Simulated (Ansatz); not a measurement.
SnH2Me(OtBu) (C5H14OSn), relaxed as a singlet with RKS PBE-D4/def2-SVP in Ansatz, starting from the GFN2-xTB geometry. Force threshold 0.02 eV/Å.

In the def2 sets Sn takes a core potential; there is no spin–orbit coupling. Another isomer (singlet) lies 0.33 eV lower at PBE0-D4/def2-TZVP; other spin states weren't run for this one.

Start:

```tsv
atom	x (Å)	y (Å)	z (Å)
C1	-1.0397	-1.6212	2.9269
C2	0.1082	0.7010	-0.7638
C3	-0.3042	-0.0925	-2.0023
C4	-0.6210	2.0483	-0.7433
C5	1.6181	0.9307	-0.7778
O6	-0.2936	0.0447	0.4090
Sn7	0.2030	-1.6975	1.1812
H8	-0.1291	-2.9450	0.0741
H9	1.8804	-1.7560	1.4530
H10	-0.9724	-2.5445	3.4902
H11	-2.0674	-1.4583	2.6213
H12	-0.7239	-0.7942	3.5537
H13	-0.0806	0.4662	-2.9065
H14	0.2349	-1.0383	-2.0288
H15	-1.3699	-0.3015	-1.9641
H16	-1.6940	1.8799	-0.7175
H17	-0.3690	2.6326	-1.6238
H18	-0.3378	2.6003	0.1486
H19	2.1347	-0.0270	-0.8264
H20	1.9179	1.4420	0.1332
H21	1.9054	1.5302	-1.6368
```

(1) Estimate the energy that the relaxation releases and the steps that it takes.

(2) Does the start keep its bonding?

(3) Predict the relaxed structure.

Results:

(1) 18.5 kJ/mol, in 6 steps; 6 s on 4 threads of AMD EPYC 9R45 on a shared host. No frequencies were taken in this run, so the end may be a saddle point.

(2) By distances, no bond broke or formed. The bond that changes most is O6–Sn7, from 1.97 to 2.02 Å (atoms count from 1).

(3) 
Cartesian coordinates in Å:
```
C -1.015 -1.724 2.960
C 0.095 0.745 -0.768
C -0.325 -0.109 -1.978
C -0.603 2.113 -0.822
C 1.621 0.932 -0.754
O -0.359 0.154 0.451
Sn 0.189 -1.656 1.171
H -0.222 -2.903 0.032
H 1.895 -1.671 1.499
H -0.889 -2.695 3.474
H -2.077 -1.587 2.683
H -0.705 -0.905 3.637
H -0.055 0.381 -2.936
H 0.173 -1.101 -1.959
H -1.421 -0.275 -1.968
H -1.702 1.977 -0.804
H -0.329 2.675 -1.739
H -0.319 2.716 0.063
H 2.145 -0.048 -0.725
H 1.928 1.512 0.140
H 1.975 1.469 -1.657
```
Bond lengths: 3 × C–C 1.54 Å; 1 × O–Sn 2.02 Å; 1 × C–O 1.43 Å; 1 × C–Sn 2.16 Å; 12 × C–H 1.11 Å; 2 × H–Sn 1.74 Å.
